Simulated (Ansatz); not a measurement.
CH$_{4}$GeTe (`[CH2]1[GeH2][Te]1`) at its PBE0-D4/def2-TZVP geometry, where that method's forces vanish. The species carries charge 0 and has multiplicity 1. Te takes the def2 core potential.

```
atom   x (Å)   y (Å)   z (Å)
  C1   0.590  -0.777   0.029
 Ge2  -0.704   0.638  -0.166
 Te3   1.339   0.891   1.274
  H4   0.322  -1.642   0.623
  H5   1.248  -0.992  -0.805
  H6  -0.742   1.402  -1.489
  H7  -2.053   0.480   0.535
```

Q: For each bond, give half the difference of the two atoms' forces along it (eV/Å; positive pushes the atoms apart) under PBE-D4, r2SCAN-D4, B3LYP-D4, ωB97M-V in def2-TZVPP. (Estimate.)

A: Ansatz gave: 
```csv
bond,length (Å),PBE-D4,r2SCAN-D4,B3LYP-D4,ωB97M-V
C1–Ge2,1.927,0.18,0.09,0.29,0.01
C1–Te3,2.211,0.27,0.18,0.41,-0.06
C1–H4,1.084,0.07,-0.05,-0.15,-0.06
C1–H5,1.084,0.07,-0.05,-0.15,-0.06
Ge2–Te3,2.512,0.31,0.11,0.40,-0.05
Ge2–H6,1.528,0.02,-0.05,-0.09,-0.07
Ge2–H7,1.528,0.02,-0.05,-0.09,-0.07
```

B3LYP here is the variant with VWN-RPA as its local correlation; programs differ in this.
